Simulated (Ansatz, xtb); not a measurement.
AlH8NSi2: 4 structures ranked

4 gas-phase structures of AlH8NSi2, from a drawn sample of its isomers (lower ones may exist). Each was relaxed with GFN2-xTB; where two conformers were screened, the lower at r2SCAN-D4/def2-SVP is listed:

A. `[AlH2][NH][SiH2][SiH3]`, a singlet
B. `[SiH3][NH][AlH][SiH3]`, a singlet
C. `[AlH2][N]([SiH3])[SiH3]`, a singlet
D. `[AlH2][SiH2]N[SiH3]`, a singlet

**Question.** Estimate their order in r2SCAN-D4/def2-SVP energy at these geometries, lowest first.

**Answer.** Calculated order at r2SCAN-D4/def2-SVP: C (0.0), B (3.6), A (12.1), D (20.7) kcal/mol.

Energies above the lowest of each column, in kcal/mol; the last columns are at PBE0-D4/def2-SVP geometries and were run for some of them only (a dash: not run or not comparable):

```tsv
structure	GFN2-xTB	HF/STO-3G	r2SCAN-D4/def2-SVP	PBE0-D4/def2-SVP	CCSD(T)/def2-SVP + ΔMP2/def2-TZVPP
C	0.0	0.0	0.0	0.0	0.0
B	25.4	0.9	3.6	6.2	11.0
A	21.4	10.0	12.1	8.7	13.9
D	28.0	28.3	20.7	–	–
```

Every level run on C puts it lowest or level with the lowest. Flexible structures stand in one conformer each, not always the lowest. Frequencies (PBE0-D4/def2-SVP) were run for A, B, C alone. ΔMP2 is the change of the MP2 energy from the smaller to the larger basis.

Over these structures GFN2-xTB departs from r2SCAN-D4/def2-SVP by 6.1 kcal/mol on average once a common shift is removed. A GFN2-xTB relaxation took about 0.25 s and the r2SCAN-D4/def2-SVP energy about 2.4 s on a shared host (Ansatz 0.2.0, xtb 6.7.1).
